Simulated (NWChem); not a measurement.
Species: CH$_{4}$F$_{2}$Si; SMILES C[SiH](F)F

```xyz
8

Si     0.3507    -0.0686     0.0000
C     -0.2296     1.6837     0.0000
F     -0.2386    -0.8363    -1.2956
F     -0.2386    -0.8363     1.2956
H      1.8218    -0.2452     0.0000
H      0.1353     2.2156    -0.8922
H      0.1353     2.2156     0.8922
H     -1.3296     1.7257     0.0000
```
Atoms are numbered in this order, from 1.

All runs: NWChem. The geometry was optimised at PBE0/def2-SVP. Ions are spin-unrestricted doublets at the neutral geometry; other ion states weren't tried.

For level PBE0/def2-SVP:

| Item | Value |
|---|---|
| vertical ionisation energy, ΔSCF (eV) | 11.81 |
| −ε(HOMO) (eV) | 9.37 |

**Question.** What are these values for level PBE/def2-SVP?

**Answer.** The vertical ionisation energy, ΔSCF (eV) is 11.28. The −ε(HOMO) (eV) is 7.81.
